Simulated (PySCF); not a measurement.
Species: C₆H₅NO.
SMILES: `C#C/C(=C\C#N)OC`

Torsions of this conformer, `[CH:1]#[C:2]/[C:3](=[CH:4]\[C:5]#[N:6])[O:7][CH3:8]`: C2–C3–O7–C8 -1°.

The closed-shell ground state was solved at several levels (PySCF, density fitting, gas phase, non-relativistic). Isolated species at its PBE0-D3(BJ)/def2-SVP geometry (one conformer only).

| level | basis functions | total energy (Eh) | HOMO (eV) | LUMO (eV) | gap (eV) | dipole (D) |
| --- | --- | --- | --- | --- | --- | --- |
| PBE0/pcSseg-1 | 161 | -361.0345 | -7.03 | -1.95 | 5.08 | 5.73 |
| B3LYP/pcJ-1 | 266 | -361.5176 | -6.80 | -2.12 | 4.68 | 5.69 |
| mPW1PW91/pcSseg-2 | 358 | -361.5373 | -7.07 | -2.01 | 5.06 | 5.67 |

(1) Estimate the row for wB97X-D/def2-SVPD, a basis of 203 functions; the other rows only guide the guess.

(2) Over all these levels, which gives the widest orbital gap and which the narrowest?

(3) How far do the dipole and the HOMO energy spread over the levels?

Results:

(1) Total energy -361.1137 Eh, HOMO -8.81 eV, LUMO -0.30 eV, gap 8.51 eV, dipole 5.64 D.

(2) wB97X-D/def2-SVPD (range-separated hybrid) has the widest, 8.51 eV, and B3LYP/pcJ-1 (global hybrid, 20 % exact exchange) the narrowest, 4.68 eV. Functional and basis both differ between the two, so the spread mixes both effects.

(3) The dipole runs from 5.64 to 5.73 D (mean 5.68 D) and the HOMO from -8.81 to -6.80 eV.

Note: wB97X-D ran without an empirical dispersion term, which enters the total energy and its gradient alone.
